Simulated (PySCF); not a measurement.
CHF₂, SMILES F[CH]F (connectivity only; charge and spin as stated), charge +1, multiplicity 1.

Coordinates come from a PBE0-D3(BJ)/def2-TZVP optimisation. The spin state was assumed, not searched. The isomer is the one that the SMILES or the coordinates give; other isomers of the formula were not compared.

These are PySCF 2.14.0 with TDDFT-CAM-B3LYP/def2-TZVPD values and carry that method's errors.

Vertical excitations.  State labels are in the subgroup C2v.

Computed UV-visible absorptions:
| state | symmetry | energy (eV) | λ (nm) | f | main pairs |
|---|---|---|---|---|---|
| S1 | B1 | 7.83 | 158 | 0.006 | HOMO→LUMO 100 % |
| S2 | A2 | 8.37 | 148 | 0.000 | HOMO−1→LUMO 100 % |
| S3 | B2 | 10.43 | 119 | 0.120 | HOMO−2→LUMO 95 % |
| S4 | B1 | 12.82 | 97 | 0.005 | HOMO−5→LUMO 99 % |
| S5 | A2 | 12.87 | 96 | 0.000 | HOMO−4→LUMO 99 % |
| S6 | A1 | 12.98 | 96 | 0.052 | HOMO−3→LUMO 94 % |
| S7 | A1 | 14.53 | 85 | 0.149 | HOMO→LUMO+1 86 % |
| S8 | B2 | 14.86 | 83 | 0.006 | HOMO−1→LUMO+1 72 %, HOMO→LUMO+3 18 % |
| S9 | A1 | 15.13 | 82 | 0.086 | HOMO→LUMO+2 87 % |
| S10 | A2 | 15.22 | 81 | 0.000 | HOMO−2→LUMO+1 85 % |
| T1 | B1 | 7.02 | 177 | 0 | HOMO→LUMO 99 % |
| T2 | A2 | 8.00 | 155 | 0 | HOMO−1→LUMO 99 % |
| T3 | B2 | 8.02 | 155 | 0 | HOMO−2→LUMO 99 % |
| T4 | A1 | 10.18 | 122 | 0 | HOMO−3→LUMO 99 % |
Triplets are in the Tamm–Dancoff approximation, which puts them higher than full response would, so one can lie above its singlet here.
